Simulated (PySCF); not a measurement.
B(F)2(OEt) (C2H5BF2O), SMILES CCOB(F)F.

Coordinates come from a ωB97X-D3(BJ)/def2-SVP optimisation. The values are those of a single conformer.

Vertical ionisation energy (IE) and electron affinity (EA) in eV. Rows of orbital energies are one-electron estimates. Where ΔSCF, EOM or ADC give a negative EA the extra electron is unbound and the value depends on the basis.

| level | IE | EA |
|---|---|---|
| −ε(HOMO), −ε(LUMO), r2SCAN/def2-TZVP (PySCF) | 8.06 | -0.66 |
| −ε(HOMO), −ε(LUMO), PBE/def2-TZVP (PySCF) | ___ | ___ |

Question: Fill in the missing entries. (An estimate is asked for; the answer gives what the named calculation found.)

Answer: 
- −ε(HOMO), −ε(LUMO), PBE/def2-TZVP (PySCF), IE: 7.72
- −ε(HOMO), −ε(LUMO), PBE/def2-TZVP (PySCF), EA: 0.01
